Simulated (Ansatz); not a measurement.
`BBC(=N)O`. The species carries charge 0 and has multiplicity 1.

```xyz
10

B     1.8164    0.3035    0.6542
B     0.7020   -0.5825   -0.1553
C    -0.8064   -0.1611   -0.2987
N    -1.1915    0.1644   -1.4572
O    -1.5114   -0.1114    0.8555
H     2.0756    0.0713    1.8023
H     2.4363    1.1863    0.1328
H     1.0288   -1.5961   -0.7063
H    -2.1288    0.5696   -1.4936
H    -2.4210    0.1560    0.6662
```

Question: List the harmonic frequencies (cm⁻¹, unscaled) at PBE0-D4/def2-TZVP in Ansatz. (An estimate is asked.)

Answer: Computed: 33, 150, 188, 357, 461, 470, 512, 560, 725, 811, 865, 875, 961, 1059, 1098, 1161, 1184, 1396, 1735, 2572, 2605, 2643, 3450, 3775.

Question: Is this a minimum?

Answer: Yes, all 24 modes are real.

Question: Give the ideal-gas thermochemistry at 298.15 K and 1 bar (rigid rotor, harmonic oscillator; point group C1, symmetry number 1).

Answer: Zero-point energy 177.3 kJ/mol; H(298) − E = 197.2 kJ/mol; entropy 333.7 J/(mol·K), of which translation 161.6, rotation 107.2, vibration 64.9; G(298) − E = 97.7 kJ/mol. Modes under 100 cm⁻¹ are hindered rotations or soft bends, so the harmonic entropy is rough.

Question: And at 400, 500, 600, 800 and 1000 K?

Answer: 
```tsv
T (K)	H − E (kJ/mol)	S (J/mol/K)	G − E (kJ/mol)
400	208.7	366.7	62.0
500	221.8	395.9	23.8
600	236.4	422.4	-17.1
800	268.7	468.9	-106.4
1000	304.3	508.4	-204.2
```

Question: Rotational constants (cm⁻¹)?

Answer: 0.2968, 0.124, 0.09716.
